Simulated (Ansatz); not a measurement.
Frontier orbitals of C$_{2}$H$_{6}$O$_{2}$Si (`C=C(O)[SiH2]O`).

Z-matrix (Å, degrees):
```
Si
O 1 1.645
C 1 1.876 2 111.6
H 1 1.480 2 106.9 3 118.5
H 1 1.488 2 110.8 3 -120.6
H 2 0.958 1 117.0 3 56.3
O 3 1.365 1 112.7 2 -56.8
C 3 1.332 1 123.2 2 124.2
H 7 0.965 3 109.7 1 -179.7
H 8 1.082 3 120.2 1 -2.0
H 8 1.088 3 122.5 1 178.1
```

Total charge 0; spin multiplicity 1. Geometry: relaxed with PBE0-D4/def2-TZVP. It is one conformer, not always the lowest. Basis def2-TZVPP, the Gaussian-basis code of Ansatz.

| functional | HOMO (eV) | LUMO (eV) | gap (eV) |
| --- | --- | --- | --- |
| PBE | -5.85 | -1.14 | 4.71 |
| BLYP | -5.71 | -1.01 | 4.70 |
| B97M-V | -6.14 | -0.95 | 5.19 |
| PBE0 | -7.06 | -0.20 | 6.86 |
| CAM-B3LYP | -8.41 | 0.86 | 9.27 |
| ωB97M-V | -9.32 | 1.70 | 11.02 |

Against PBE, PBE0 changes HOMO and LUMO by −1.21 and +0.93 eV, ωB97M-V by −3.47 and +2.83 eV. A gap of 4.71 eV thus becomes 11.01 eV for the same molecule, so an orbital gap means little without its functional. A positive LUMO is unbound and depends on the basis.
